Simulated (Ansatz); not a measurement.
Ansatz (a program for electronic structure) input (CCSD(T)/aug-cc-pVDZ):

Ansatz 0.2 input:
```yaml
crystal:
  periodic: [false, false, false]
  atoms:
    - {symbol: C, position_ang: [3.39043913, -0.41075101, -0.42109142]}
    - {symbol: C, position_ang: [2.57449771, -0.13897755, 0.79070831]}
    - {symbol: C, position_ang: [1.26995906, 0.57053661, 0.70216106]}
    - {symbol: C, position_ang: [0.12215646, -0.30640877, 0.15680640]}
    - {symbol: C, position_ang: [-1.20399009, 0.44393348, 0.06695602]}
    - {symbol: C, position_ang: [-2.33225358, -0.41721068, -0.48155188]}
    - {symbol: O, position_ang: [-3.58642515, 0.25680684, -0.51335140]}
    - {symbol: H, position_ang: [3.38639667, 0.44455791, -1.10455141]}
    - {symbol: H, position_ang: [4.42722852, -0.64322581, -0.17099357]}
    - {symbol: H, position_ang: [3.00753330, -1.26721253, -0.99812865]}
    - {symbol: H, position_ang: [2.82327933, -0.65542159, 1.71039841]}
    - {symbol: H, position_ang: [1.36774155, 1.44417195, 0.04517411]}
    - {symbol: H, position_ang: [0.97730399, 0.94802140, 1.68635274]}
    - {symbol: H, position_ang: [0.00656423, -1.18251160, 0.80229963]}
    - {symbol: H, position_ang: [0.39987927, -0.68533694, -0.83148947]}
    - {symbol: H, position_ang: [-1.49408149, 0.81462855, 1.05432093]}
    - {symbol: H, position_ang: [-1.08006192, 1.32463768, -0.57516259]}
    - {symbol: H, position_ang: [-2.48744051, -1.28686006, 0.15966131]}
    - {symbol: H, position_ang: [-2.06772314, -0.79101558, -1.47967363]}
    - {symbol: H, position_ang: [-3.50007095, 1.03437958, -1.07532735]}
basis:
  gaussian:
    orbitals: aug-cc-pVDZ
magnetization: {spin_polarized: true, initial_magnetization: 1}
correlation: {method: ccsd_t, electrons: outside_noble_gas}
output: {forces: true}
```

End of the output:

```
Atom 6 at    -3.586425     0.256807    -0.513351 Å, force    -0.502602     0.067288     0.136458 eV/Å
Atom 7 at     3.386397     0.444558    -1.104551 Å, force    -0.003003     0.376716    -0.268722 eV/Å
Atom 8 at     4.427229    -0.643226    -0.170994 Å, force     0.442677    -0.087355     0.120146 eV/Å
Atom 9 at     3.007533    -1.267213    -0.998129 Å, force    -0.161711    -0.340902    -0.214451 eV/Å
Atom 10 at     2.823279    -0.655422     1.710398 Å, force     0.110822    -0.256496     0.436562 eV/Å
Atom 11 at     1.367742     1.444172     0.045174 Å, force     0.048580     0.371003    -0.290798 eV/Å
Atom 12 at     0.977304     0.948021     1.686353 Å, force    -0.130359     0.153203     0.435912 eV/Å
Atom 13 at     0.006564    -1.182512     0.802300 Å, force    -0.049697    -0.392690     0.305432 eV/Å
Atom 14 at     0.399879    -0.685337    -0.831489 Å, force     0.135791    -0.162749    -0.461477 eV/Å
Atom 15 at    -1.494081     0.814629     1.054321 Å, force    -0.125950     0.150800     0.440065 eV/Å
Atom 16 at    -1.080062     1.324638    -0.575163 Å, force     0.056295     0.369858    -0.284241 eV/Å
Atom 17 at    -2.487441    -1.286860     0.159661 Å, force    -0.076938    -0.366394     0.286366 eV/Å
Atom 18 at    -2.067723    -0.791016    -1.479674 Å, force     0.104018    -0.137660    -0.401176 eV/Å
Atom 19 at    -3.500071     1.034380    -1.075327 Å, force     0.052331     0.152887    -0.128585 eV/Å
Dipole moment:     0.300674     0.066525    -0.165891 e Å
```

It need not be the lowest isomer of its formula.
